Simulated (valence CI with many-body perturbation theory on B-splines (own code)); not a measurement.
**Rh XIII: what the settings do**

Calculated by valence CI with perturbative core correlation (CI+MBPT): five valence electrons over a frozen Dirac-Fock core [Ar] 3d10, a basis of 6 s, 6 p, 5 d, 3 f, 1 g functions for each j, with the one-electron correlation potential Σ1, the two-electron term Σ2, the three-electron term Σ3, Breit, model QED; selected CI, second order for the rest, scaled by the run's own slope (own B-spline code, finite nucleus).

No measured levels were compared; by estimate levels hold to about 250 cm⁻¹ or 0.2 % of their energy and the worst to 1 %, as in measured heavy ions of charge 2 to 7; those with d or f electrons hold less well. Among the levels kept, up to 830 cm⁻¹ of a level comes from second order outside the variational space, and about a tenth of that is noise between levels of different J, which matters for small intervals.

The reference run has the lowest level 4s²4p³ ⁴S°_3/2 and an ionisation energy of 278.340 eV. Its largest variational space holds 9983 state functions.

Names give the largest LS component (configuration and term), which can be under half, so a name can repeat, a term be missing and a line seem to break the LS rules; names also repeat where a configuration has a term twice.

Changed runs:
A. orbitals per symmetry with explicit Σ2 and valence Breit (the others get mean screening factors) 5 → 3
B. shift of the energy in Σ1 (hartree) 0 → 1.606
C. averaging of valence orbitals over low configurations on → off
D. size limit of the variational space 10000 → 300; second order for the rest on → off (bad on purpose)

Excitation energies of the reference run in cm⁻¹, and shifts in cm⁻¹:

```
                 Level  Reference       A       B        C       D
        4s²4p³ ²D°_3/2      35991     +13     +14     +1.5    +177
        4s²4p³ ²D°_5/2      49308     +17     +20     +2.4    +419
        4s²4p³ ²P°_1/2      72648     +30     +23     +1.3    -542
        4s²4p³ ²P°_3/2     100912     +32     +43     +2.3    +739
          4s4p⁴ ⁴P_5/2     283975    -1.2     +42     +2.6   +1965
          4s4p⁴ ⁴P_3/2     308259    +2.3     +54     +2.9    +240
          4s4p⁴ ⁴P_1/2     313794    +7.2     +55     +2.6    -423
          4s4p⁴ ²D_3/2     350098     +18     +59     +1.6   +1058
          4s4p⁴ ²D_5/2     359615     +21     +66     +2.4   +3182
          4s4p⁴ ²S_1/2     395626     +42     +67     +0.8   +1471
          4s4p⁴ ²P_3/2     402333     +24     +70     +1.8   +1496
       4s²4p²4d ⁴F_3/2     439033    +3.0     +65      +20   +2861
Ionisation energy (eV)    278.340  +0.015  +0.077  +0.0017  -0.419
```
